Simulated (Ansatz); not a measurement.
I3Zr (SMILES [I][Zr]([I])[I]), doublet, geometry from GFN2-xTB (such geometries of metal compounds can be far from the true shape) (the multiplicity is a formal guess) (core potentials on I, Zr). Base run: PBE/def2-SVP (Ansatz, a quantum-chemistry and plane-wave program).

The Ansatz input:
Ansatz 0.2 input:
```yaml
crystal:
  periodic: [false, false, false]
  atoms:
    - {symbol: Zr, position_ang: [-0.36838690, 0.35251267, 0.73412604]}
    - {symbol: I, position_ang: [-1.91094093, -1.65624311, -0.43739609]}
    - {symbol: I, position_ang: [0.06579663, 2.21046464, -1.30217845]}
    - {symbol: I, position_ang: [2.12317215, -0.82026883, 1.18551715]}
basis:
  gaussian:
    orbitals: def2-SVP
hamiltonian:
  xc: pbe
magnetization: {spin_polarized: true, initial_magnetization: 1}
```

Each row names what was changed in the base input (with any setting that the change needs).

```csv
change,basis functions,E (Eh)
base,109,-940.28364
basis = x2c-SVPall; relativity = none,161,-23688.04136
basis = Sapporo-DKH3-DZP-2012; relativity = none,208,-23556.98412
basis = jorge-DZP-DKH; relativity = spin-free X2C,192,-24926.87741
basis = jorge-DZP-DKH; relativity = spin-free X2C; nucleus = Gaussian,192,-24926.23137
basis = x2c-SVPall; relativity = spin-free X2C,161,-24941.57352
basis = x2c-SVPall; relativity = spin-free X2C; nucleus = Gaussian,161,-24941.00405
basis = Sapporo-DKH3-DZP-2012; relativity = spin-free X2C,208,-24942.89293
basis = Sapporo-DKH3-DZP-2012; relativity = spin-free X2C; nucleus = Gaussian,208,-24942.22272
basis = jorge-DZP-DKH; relativity = none,192,-24053.86441
```

Total energies compare only within one method and basis.

Ansatz warned in this series: the basis is contracted for relativity, which the run leaves out.

Basis sets contracted for a relativistic Hamiltonian are a mismatch without it, so the rows without relativity aren't non-relativistic limits. No row has spin-orbit coupling; sets with core potentials leave out the core electrons.
